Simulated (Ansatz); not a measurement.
Ansatz (a quantum-chemistry and plane-wave program) input (B3LYP-D3(BJ)/def2-TZVP):

Ansatz 0.2 input:
```yaml
crystal:
  periodic: [false, false, false]
  atoms:
    - {symbol: W, position_ang: [0.01159792, -0.01692521, -1.08140721]}
    - {symbol: Cl, position_ang: [0.00457147, 0.02794984, 1.14795421]}
basis:
  gaussian:
    orbitals: def2-TZVP
hamiltonian:
  xc: b3lyp
  dispersion: d3bj
magnetization: {spin_polarized: true, initial_magnetization: 5}
relax: {f_tol: 0.002, max_steps: 150}
```

Output:

```
Functional definition: B3LYP
integrals: 0.02 GiB planned
656 factors; their error is unknown
mean field: 0.26 GiB planned
mean field evaluation 1: about -14346.1266 eV, gradient 1.6e1 eV
mean field evaluation 2: about -14345.8377 eV, gradient 1.9e1 eV
mean field evaluation 4: about -14347.6038 eV, gradient 2.0e0 eV
mean field evaluation 8: about -14347.6262 eV, gradient 2.2e-2 eV
mean field evaluation 16: about -14347.6620 eV, gradient 1.5e-5 eV
mean field -14347.66195781 eV, -527.2668517549 hartree, gradient 1.5e-5 eV, S^2 8.756481; 1 other end points of the search recorded, 0 dependent functions left out
the calculation of the forces begins
reference -14347.66214642 eV, -527.2668586861 hartree; 18, 13 occupied and 59, 64 virtual orbitals, 656 factors
relax step   1: F+E_penalty+E_count = -14347.74335545 eV  Δ(F+E_penalty+E_count) = +0.000e0 eV  max|allowed force component| = 1.135e0 eV/Å  Δτ_max = 0.0000 Å  (38 SCF iters, accepted)
these checks for a lower state are left out or cut short: starts, cluster_reference, orbital_swaps, neighbouring_geometries, increment
integrals: 0.02 GiB planned
656 factors; their error is unknown
mean field: 0.26 GiB planned
mean field -14347.69746021 eV, -527.2681564440 hartree, gradient 1.7e-5 eV, S^2 8.756880; 0 other end points of the search recorded, 0 dependent functions left out
the calculation of the forces begins
reference -14347.69764965 eV, -527.2681634058 hartree; 18, 13 occupied and 59, 64 virtual orbitals, 656 factors
relax step   2: F+E_penalty+E_count = -14347.77890497 eV  Δ(F+E_penalty+E_count) = -3.555e-2 eV  max|allowed force component| = 5.163e-2 eV/Å  Δτ_max = 0.0347 Å  (39 SCF iters, accepted)
these checks for a lower state are left out or cut short: starts, cluster_reference, orbital_swaps, neighbouring_geometries, increment
integrals: 0.02 GiB planned
656 factors; their error is unknown
mean field: 0.26 GiB planned
mean field evaluation 32: about -14347.6627 eV, gradient 1.4e0 eV
mean field -14347.69755530 eV, -527.2681599387 hartree, gradient 1.5e-5 eV, S^2 8.756859; 0 other end points of the search recorded, 0 dependent functions left out
the calculation of the forces begins
reference -14347.69774470 eV, -527.2681668990 hartree; 18, 13 occupied and 59, 64 virtual orbitals, 656 factors
relax step   3: F+E_penalty+E_count = -14347.77899520 eV  Δ(F+E_penalty+E_count) = -9.022e-5 eV  max|allowed force component| = 1.923e-3 eV/Å  Δτ_max = 0.0017 Å  (36 SCF iters, accepted)
integrals: 0.02 GiB planned
656 factors; their error is unknown
mean field: 0.26 GiB planned
mean field evaluation 64: about -14347.6976 eV, gradient 1.5e-5 eV
mean field -14347.69755530 eV, -527.2681599387 hartree, gradient 1.5e-5 eV, S^2 8.756859; 3 other end points of the search recorded, 0 dependent functions left out
the calculation of the forces begins
reference -14347.69774470 eV, -527.2681668990 hartree; 18, 13 occupied and 59, 64 virtual orbitals, 656 factors
Total energy: -14347.77918460 eV, -527.2711597600 hartree
Atom 0 at     0.011702    -0.017589    -1.114390 Å, force    -0.000006     0.000039     0.001923 eV/Å
Atom 1 at     0.004468     0.028614     1.180937 Å, force     0.000006    -0.000039    -0.001923 eV/Å
Dipole moment:     0.002111    -0.013480    -0.669660 e Å
```

The spin state was set by rule; other spins were not relaxed.
